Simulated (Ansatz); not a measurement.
The same path of FGeH3 + H2S (8 atoms, charge 0, multiplicity 1) was run twice with different band settings. Lost on the way: Ge1–F2, S6–H8. Made: Ge1–S6, F2–H8.

Theory: RKS PBE-D4/def2-mTZVP in Ansatz 0.2.0.

Relaxed end points:

```xyz
8
Properties=species:S:1:pos:R:3
Ge 0.370 0.057 -0.216
F 0.151 -0.196 1.533
H 1.901 0.000 -0.433
H -0.224 1.444 -0.541
H -0.365 -1.105 -0.919
S -3.199 0.128 1.029
H -3.304 -1.226 0.913
H -2.121 0.024 1.858
```

```xyz
8
Properties=species:S:1:pos:R:3
Ge -0.373 -0.043 -0.635
F -0.577 0.508 2.975
H 0.701 -0.841 0.133
H -0.060 1.466 -0.678
H -0.592 -0.616 -2.055
S -2.333 -0.155 0.511
H -2.314 -1.510 0.664
H -1.243 0.319 2.309
```

Common settings: movable images 9; climbing image yes; spring 5.0 eV/Å²; optimiser quadratic models (default); start path through a guess of the saddle point; force threshold 0.03 eV/Å; end points relaxed.

| run | iteration limit |
| --- | --- |
| 1 | 60 |
| 2 | 10 |

(1) What does each run give, and how far can it be trusted?

## Answers

(1) Run 1: converged after 26 iterations, highest image 1.058 eV above the first end. A vibrational analysis at the climbing image gives one clearly imaginary mode, 601i cm⁻¹: a first-order saddle point.
Run 2: not converged after 10 iterations, highest image 1.079 eV above the first end. The band didn't meet its force threshold, so its energies are provisional: the largest band force was still 0.20 eV/Å, and over the last iterations the top moved between 1.08 and 1.11 eV.
The orbitals stay closed-shell, which can raise the energy where a bond breaks towards radicals; this wasn't checked here.
